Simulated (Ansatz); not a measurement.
Ansatz (a quantum-chemistry and plane-wave program) input (RI-MP2/def2-TZVPPD):
A basis named .json is the Basis Set Exchange file of that set.

Ansatz 0.2 input:
```yaml
crystal:
  periodic: [false, false, false]
  atoms:
    - {symbol: I, position_ang: [-0.00000000, -0.00000000, -0.99424154]}
    - {symbol: Br, position_ang: [0.00000000, 0.00000000, 1.50556576]}
basis:
  gaussian:
    orbitals: def2-TZVPPD.json
    fitting: {mean_field: def2-universal-jkfit, correlation: def2-TZVPPD-RIFIT.json}
total_charge: -1
magnetization: {spin_polarized: true, initial_magnetization: 1}
correlation: {method: mp2, electrons: outside_noble_gas}
```

End of the output:

```
integrals: 0.06 GiB planned
484 factors; integrals over basis functions are off by at most 5.5e-1 eV
375 factors; integrals over basis functions are off by at most 1.2e2 eV
mean field: 0.37 GiB planned
mean field evaluation 1: about -78071.9700 eV, gradient 1.4e1 eV
mean field evaluation 2: about -78072.6167 eV, gradient 1.1e1 eV
mean field evaluation 4: about -78072.9558 eV, gradient 6.2e-1 eV
mean field evaluation 8: about -78072.9637 eV, gradient 1.0e-6 eV
mean field -78072.96373383 eV, -2869.1284974626 hartree, gradient 1.0e-6 eV, S^2 0.764722; 0 other end points of the search recorded, 0 dependent functions left out
23 core orbitals not correlated
reference -78072.96373383 eV, -2869.1284974626 hartree; 8, 7 occupied and 85, 86 virtual orbitals, 375 factors
second order -8.48408226 eV of doubles, -0.00000000 eV of singles
Total energy: -78081.44781608 eV, -2869.4402817348 hartree
```

This state (charge -1, doublet) is run at the relaxed geometry of the species with charge 0 and multiplicity 1.
